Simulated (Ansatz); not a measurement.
Consider the ligand exchange at the Si–O bond: `O[SiH2]O[SiH2][SiH3]` + CH₃NH₂ → `CN[SiH2][SiH3]` + `O[SiH2]O`.

Isolated molecules relaxed with PBE0-D4/def2-TZVP in Ansatz; ΔE leaves out vibrations. CCSD(T)/CBS adds triple-zeta CCSD(T) − MP2 to the extrapolated MP2 energy (def2 sets, frozen cores). Functionals use def2-TZVPP. Each species was taken in one conformer, which may not be the lowest.

```
       level  ΔE (kcal/mol)
        PBE0           12.2
HF/CBS(def2)           16.9
```

**Question.** What does CCSD(T)/CBS give? (An estimate is asked.)

**Answer.** Ansatz gave: +13.6 kcal/mol. The listed levels differ from it by -1.4, 3.3 kcal/mol.

Largest T1 diagnostic among the species: 0.012.

In def2-TZVPP, CCSD(T) changes the Hartree–Fock value by −3.0 kcal/mol (the triples alone add −0.4 kcal/mol) and MP2 by −3.4 kcal/mol. From PBE to PBE0 (25 % exact exchange), in def2-TZVPP and without D4, ΔE moves by +0.9 kcal/mol.
